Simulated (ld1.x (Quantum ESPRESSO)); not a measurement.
**What the settings do to the TM potential of Be (Z = 4)**

Base potential:

| Property | Result |
| --- | --- |
| Element | beryllium |
| Generator | ld1.x (Quantum ESPRESSO) 7.5 |
| Type | norm-conserving Troullier–Martins (Kleinman–Bylander form) |
| Functional | Wu–Cohen |
| Relativity | scalar-relativistic |
| Frozen core | none |
| Valence charge | 4 |
| Reference configuration | 1s2 2s1.5 2p0.5 |
| Partial waves | 1s (bound): rc 0.35 bohr; 2p (bound): rc 4.20 bohr |
| Local potential | all-electron potential smoothed inside 0.70 bohr (lloc = -1) |
| Core correction | none |

Occupied shells without a wave of their own: 2s. They enter only through the test configuration that unscreens the potential.

Cutoffs, loose and tight: the cutoffs (Ry, on a coarse ladder) from which the occupation-weighted sum of valence levels, in a spherical-Bessel basis at the reference potential, stays within 10 and 1 mRy of its value at 400 Ry. They do not see the model core or the augmentation charge, which bear on the density cutoff. Test errors are all-electron minus pseudo excitation energies from the reference, over the configurations 1s2 2s2 2p0; 1s2 2s1 2p0; 1s2 2s0 2p0; 1s2 2s1 2p1; 1s2 2s1.5 2p0; 1s1 2s2 2p0; 1s2 2s0 2p1. A dash means not determined; rows that change the core or the reference have their own tests.

Cutoffs are not given where the Bessel-basis levels miss the radial ones by over 6 mRy, ghosts where they miss by over 20 mRy; a channel whose overlap is not positive is not tested.

```tsv
change	outcome	bound ghosts	largest test error (meV)
base	generated	not determined	+245
functional PBE	generated	not determined	+216
reference 1s2 2s2 2p0	generated	not determined	-97
wave 2p (bound): rc 4.20 bohr becomes 2p (bound): rc 3.48 bohr	generated	not determined	+121
wave 1s (bound): rc 0.35 bohr becomes 1s (bound): rc 0.30 bohr	generated	not determined	+220
```

Q: What comes out with this change to the base: local potential all-electron potential smoothed inside 3.40 bohr (lloc = -1)?

A: outcome: generated, misses its reference levels by 2.65 eV; bound ghosts: not determined; largest test error (meV): +7346.

Q: What comes out with this change to the base: type TM semilocal; local potential the p channel?

A: outcome: generated; bound ghosts: none; largest test error (meV): +306.
